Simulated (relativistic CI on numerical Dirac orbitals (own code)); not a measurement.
## Slater and spin-orbit integrals, Gd⁵⁴⁺

Method of calculation: Dirac-Coulomb-Breit CI, KLI orbitals optimised for each configuration, model QED (radiative potential, 1s self-energy scaled to tabulated hydrogen-like ionisation energies), unscaled Slater integrals (own radial code, finite nucleus).

Slater integrals F^k, G^k are unscaled and averaged over j, outside the closed core 1s2; ζ comes from projecting the Hamiltonian with its Breit term on Σ l·s of the shell.

- 2s2 2p5 3s: ζ(2p) = 3.8404e+06, G^1(2p,3s) = 125080 cm⁻¹; <r>(2p) = 0.07976, <r^2>(2p) = 0.007748, <r>(3s) = 0.2164, <r^2>(3s) = 0.05344 (bohr units).
- 2s2 2p5 3p: ζ(2p) = 3.8392e+06, F^2(2p,3p) = 328740, G^0(2p,3p) = 130800, G^2(2p,3p) = 143750, ζ(3p) = 1.0443e+06 cm⁻¹; <r>(2p) = 0.0798, <r^2>(2p) = 0.007756, <r>(3p) = 0.2096, <r^2>(3p) = 0.05082 (bohr units).
- 2s2 2p5 3d: ζ(2p) = 3.8423e+06, F^2(2p,3d) = 432630, G^1(2p,3d) = 410920, G^3(2p,3d) = 237790, ζ(3d) = 148400 cm⁻¹; <r>(2p) = 0.0798, <r^2>(2p) = 0.007758, <r>(3d) = 0.1835, <r^2>(3d) = 0.03868 (bohr units).

Averages of the first 10 configurations, taken without configuration mixing, which lowers the lowest level and can move excited configurations by several eV; other configurations of the list can lie among them:

```csv
Configuration,Parity,States,Average energy above the lowest level (eV)
2s2 2p6,even,1,0.2
2s2 2p5 3s,odd,12,6342.4
2s2 2p5 3p,even,36,6591.9
2s2 2p5 3d,odd,60,6824.5
2s 2p6 3s,even,4,7214.7
2s 2p6 3p,odd,12,7459.7
2s 2p6 3d,even,20,7692.2
2s2 2p5 4s,odd,12,8689.1
2s2 2p5 4p,even,36,8791.7
2s2 2p5 4d,odd,60,8883.6
```
